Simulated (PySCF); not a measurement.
A survey of 29Si NMR shifts

How the numbers were obtained: PBE0/pcSseg-1 with gauge-including orbitals, GFN2-xTB structure, in PySCF 2.14 (single conformer, no solvent model, rapidly exchanging positions averaged, non-relativistic Hamiltonian).

Shieldings were converted by a linear fit to measured shifts: 29Si (scatter 8.9 ppm rms, 25.8 ppm with the 6 outliers that the fit left out vs TMS, solution or neat liquid). A few per cent of atoms miss by over 2 rms, more outside the fitted compound classes.

Question: Give the 29Si shifts of `CS[SiH2]C[C@@H](C)[SiH2]Cl`, `C[C@@H]1CN[SiH2][C@@H]1OC=O`, `C[SiH2]S[Si@@H](Cl)C(C)C`, `NC(=O)C1=C[SiH2]C1([SiH3])[SiH3]`.

Answer: 
```csv
compound,environment,δ (ppm)
[CH3:1][S:2][SiH2:3][CH2:4][C@@H:5]([CH3:6])[SiH2:7][Cl:8],"Si7: silicon bonded to C, Cl, 2 H",-15.6
[CH3:1][S:2][SiH2:3][CH2:4][C@@H:5]([CH3:6])[SiH2:7][Cl:8],"Si3: silicon bonded to C, S, 2 H",-24.5
C[C@@H]1CN[SiH2][C@@H]1OC=O,"silicon bonded to C, N, 2 H, in a 5-membered ring",-51.7
[CH3:1][SiH2:2][S:3][Si@@H:4]([Cl:5])[CH:6]([CH3:7])[CH3:8],"Si4: silicon bonded to C, Cl, S, H",9.9
[CH3:1][SiH2:2][S:3][Si@@H:4]([Cl:5])[CH:6]([CH3:7])[CH3:8],"Si2: silicon bonded to C, S, 2 H",-30.0
[NH2:1][C:2](=[O:3])[C:4]1=[CH:5][SiH2:6][C:7]1([SiH3:8])[SiH3:9],"Si6: silicon bonded to 2 C, 2 H, in a 4-membered ring",-43.7
[NH2:1][C:2](=[O:3])[C:4]1=[CH:5][SiH2:6][C:7]1([SiH3:8])[SiH3:9],"Si8/9: silicon bonded to C, 3 H (×2)",-60.4
```

Question: Match the shifts -14.9, -38.7, -56.4 ppm to `CC(C)[SiH2]O`, `O=C(O)[C@H]1C[C@H](N[SiH3])C1`, `C[C@]1(OC=O)CCN[SiH2]1`.

Answer: -14.9: CC(C)[SiH2]O (silicon bonded to C, O, 2 H); -38.7: C[C@]1(OC=O)CCN[SiH2]1 (silicon bonded to C, N, 2 H, in a 5-membered ring); -56.4: O=C(O)[C@H]1C[C@H](N[SiH3])C1 (silicon bonded to N, 3 H).
